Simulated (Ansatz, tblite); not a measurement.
Cost and result up the ladder for TiO₂⁻ (3 atoms). The state is a doublet with charge -1. Geometry: PBE-D4/def2-TZVPD.

```tsv
atom	x (Å)	y (Å)	z (Å)
Ti1	0.845	0.764	-0.051
O2	-0.439	-0.315	0.752
O3	-0.406	-0.449	-0.701
```

Ansatz on 2 threads of Intel Xeon Platinum 8259CL on a shared host; xTB runs through tblite on one thread. Times are rough, summed over both states, and most runs start from the orbitals of an earlier one. No level here is sound enough to serve as a yardstick. The other state is a quartet at its own geometry.

The xTB rows come from tblite. Correlated methods freeze 7 core orbitals; core or outer-core shells of Ti are correlated, in sets that lack core-valence functions. The structure holds one bond between oxygen atoms, so isomers without such links may lie far lower. The structure comes from a short search, and lower isomers may exist.

Run but left out: HF/def2-TZVPD, HF/def2-TZVPPD, r2SCAN-D4/def2-TZVPD, PBE0-D4/def2-TZVPD, CAM-B3LYP-D4/def2-TZVPD, LC-ωPBE/def2-TZVPD, MP2/def2-TZVPD, MP2/def2-TZVPPD, CCSD/def2-TZVPPD, CCSD(T)/def2-TZVPPD (doublet: ⟨S²⟩ 1.15 to 1.62, where a pure state has 0.75).

Correlated methods converge slowly with the basis.

xTB has no spin-polarisation term.

```tsv
level	functions	wall time
GFN1-xTB	17	0.009 s
RPA@PBE/def2-TZVPD	128	9.7 s
PBE-D4/def2-TZVPD (with forces)	128	9.8 s
BLYP-D4/def2-TZVPD	128	10 s
B97M-V/def2-TZVPD	128	33 s
```

**Question.** Estimate what each level gives for the quartet − doublet (eV).

**Answer.** 
```json
{"level": "GFN1-xTB", "quartet − doublet (eV)": "0.99", "remarks": "–"}
{"level": "RPA@PBE/def2-TZVPD", "quartet − doublet (eV)": "0.50", "remarks": "spin-contaminated (⟨S²⟩ 1.02) (doublet)"}
{"level": "PBE-D4/def2-TZVPD (with forces)", "quartet − doublet (eV)": "0.23", "remarks": "HOMO above zero (doublet), HOMO above zero (quartet), spin-contaminated (⟨S²⟩ 1.02) (doublet)"}
{"level": "BLYP-D4/def2-TZVPD", "quartet − doublet (eV)": "0.32", "remarks": "HOMO above zero (doublet), HOMO above zero (quartet), spin-contaminated (⟨S²⟩ 0.91) (doublet)"}
{"level": "B97M-V/def2-TZVPD", "quartet − doublet (eV)": "0.18", "remarks": "HOMO above zero (doublet), HOMO above zero (quartet), spin-contaminated (⟨S²⟩ 0.99) (doublet)"}
```
